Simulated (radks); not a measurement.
The numbers below are computed, except where a source is named.
Task: Neutral indium, 49 electrons, occupied as [Kr] 4d8.5 5s1.5 5p3 (fractional occupations, a model configuration). Level of theory: Dirac Kohn-Sham, PBE, spin-unpolarised, spherical densities, finite nucleus; open shells are shared between the two j in proportion to 2j + 1; Fermi nuclear charge, rms radius 4.6156 fm (a radial shooting solver on a logarithmic mesh with Libxc functionals). Some entries of the table are withheld. Estimate them.

orbital  occ.  eigenvalue (hartree)  r(max) (bohr)
1s1/2       2             -1019.676        0.01922
2s1/2       2             -153.0169         0.1087
2p1/2       2             -142.7272        0.08384
2p3/2       4             -134.9783        0.08827
3s1/2       2             -29.38920         0.3157
3p1/2       2             -25.23735         0.3020
3p3/2       4             -23.83709         0.3122
3d3/2       4                   (1)         0.2565
3d5/2       6                   (2)         0.2594
4s1/2       2                   (3)         0.7684
4p1/2       2              -3.42070         0.7967
4p3/2       4              -3.17070         0.8209
4d3/2     3.4                   (4)         0.9116
4d5/2     5.1                   (5)         0.9208
5s1/2     1.5              -0.42646          2.024
5p1/2       1              -0.17820          2.440
5p3/2       2              -0.16023          2.540

Result: 
(1) 3d3/2 eigenvalue (hartree): -16.49642
(2) 3d5/2 eigenvalue (hartree): -16.20945
(3) 4s1/2 eigenvalue (hartree): -4.78679
(4) 4d3/2 eigenvalue (hartree): -1.03491
(5) 4d5/2 eigenvalue (hartree): -1.00034
